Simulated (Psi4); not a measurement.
Calculation: SAPT0/jun-cc-pVDZ, frozen core (Psi4).

Psi4 input:

```
molecule {
0 1
C -0.00000062 0.00000011 0.00000167
H -0.61515997 -0.79996126 -0.40972776
H -0.40949005 0.96332126 -0.30094488
H 0.00705948 -0.06788468 1.08700516
H 1.01759115 -0.09547544 -0.37633419
--
0 1
C -0.22686012 -1.89555499 -3.23046677
N 0.60568838 -0.91338903 -3.92378396
H -0.15593144 -2.85442553 -3.74637437
H 0.15802278 -2.04320725 -2.22017479
H -1.29098245 -1.63340014 -3.15091084
H 0.27590365 -0.76748449 -4.87021274
H 0.56651345 -0.01574872 -3.45636997
units angstrom
symmetry c1
no_reorient
no_com
}
set basis jun-cc-pvdz
set scf_type df
set freeze_core true
energy('sapt0')
```

Part of the output:

```
    SAPT Results
  --------------------------------------------------------------------------------------------------------
    Electrostatics                 -0.80496732 [mEh]      -0.50512462 [kcal/mol]      -2.11344141 [kJ/mol]
      Elst10,r                     -0.80496732 [mEh]      -0.50512462 [kcal/mol]      -2.11344141 [kJ/mol]

    Exchange                        2.39901750 [mEh]       1.50540621 [kcal/mol]       6.29861957 [kJ/mol]
      Exch10                        2.39901750 [mEh]       1.50540621 [kcal/mol]       6.29861957 [kJ/mol]
      Exch10(S^2)                   2.39407460 [mEh]       1.50230449 [kcal/mol]       6.28564200 [kJ/mol]

    Induction                      -0.17767209 [mEh]      -0.11149092 [kcal/mol]      -0.46647801 [kJ/mol]
      Ind20,r                      -0.31667977 [mEh]      -0.19871956 [kcal/mol]      -0.83144263 [kJ/mol]
      Exch-Ind20,r                  0.27261366 [mEh]       0.17106765 [kcal/mol]       0.71574706 [kJ/mol]
      delta HF,r (2)               -0.13360597 [mEh]      -0.08383901 [kcal/mol]      -0.35078244 [kJ/mol]

    Dispersion                     -1.46680950 [mEh]      -0.92043685 [kcal/mol]      -3.85110780 [kJ/mol]
      Disp20                       -1.61040637 [mEh]      -1.01054525 [kcal/mol]      -4.22812134 [kJ/mol]
      Exch-Disp20                   0.14359687 [mEh]       0.09010840 [kcal/mol]       0.37701354 [kJ/mol]
      Disp20 (SS)                  -0.80520319 [mEh]      -0.50527263 [kcal/mol]      -2.11406067 [kJ/mol]
      Disp20 (OS)                  -0.80520319 [mEh]      -0.50527263 [kcal/mol]      -2.11406067 [kJ/mol]
      Exch-Disp20 (SS)              0.08225174 [mEh]       0.05161375 [kcal/mol]       0.21595191 [kJ/mol]
      Exch-Disp20 (OS)              0.06134514 [mEh]       0.03849465 [kcal/mol]       0.16106163 [kJ/mol]

  Total HF                          1.41637809 [mEh]       0.88879067 [kcal/mol]       3.71870016 [kJ/mol]
  Total SAPT0                      -0.05043141 [mEh]      -0.03164619 [kcal/mol]      -0.13240764 [kJ/mol]
```
